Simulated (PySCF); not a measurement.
GeH3O3, SMILES [Ge]([OH])([OH])[OH], multiplicity 2. Atoms are numbered in the order given.

```xyz
7

O      1.5976    -0.4340    -0.3815
Ge     0.0000     0.0000     0.3087
O     -1.1747    -1.1665    -0.3815
O     -0.4229     1.6006    -0.3815
H      1.8149    -1.3674    -0.2416
H     -2.0916    -0.8880    -0.2416
H      0.2768     2.2554    -0.2416
```
Charge 0, spin multiplicity 2.

Geometry: B3LYP-D3(BJ)/def2-SVP. The isomer is the one that the SMILES or the coordinates give; other isomers of the formula were not compared. One conformer was computed; it need not be the lowest.

Computed with TDA-PBE/def2-SVPD run with PySCF 2.14.0.

Vertical excitations; the highest root listed may be one member of a degenerate set. Isolated molecule, no solvent.

```csv
state,energy (eV),λ (nm),f,main pairs
root 1,3.30,376,0.004,β HOMO→LUMO (degenerate set)
root 2,3.30,376,0.004,β HOMO−1→LUMO (degenerate set)
root 3,4.01,309,0.008,β HOMO−2→LUMO 97 %
root 4,4.63,268,0.010,"α HOMO→LUMO+2, β HOMO−3→LUMO (degenerate set)"
root 5,4.63,268,0.010,"α HOMO→LUMO+1, β HOMO−4→LUMO (degenerate set)"
root 6,4.93,252,0.003,"α HOMO→LUMO 88 %, β HOMO−5→LUMO 11 %"
root 7,5.20,238,0.126,"α HOMO→LUMO+1, β HOMO−4→LUMO (degenerate set)"
root 8,5.20,238,0.126,"α HOMO→LUMO+2, β HOMO−3→LUMO (degenerate set)"
root 9,5.67,219,0.059,"α HOMO→LUMO 10 %, β HOMO−5→LUMO 84 %"
root 10,6.23,199,0.105,α HOMO→LUMO+3 99 %
```
Unrestricted roots are not spin-pure.
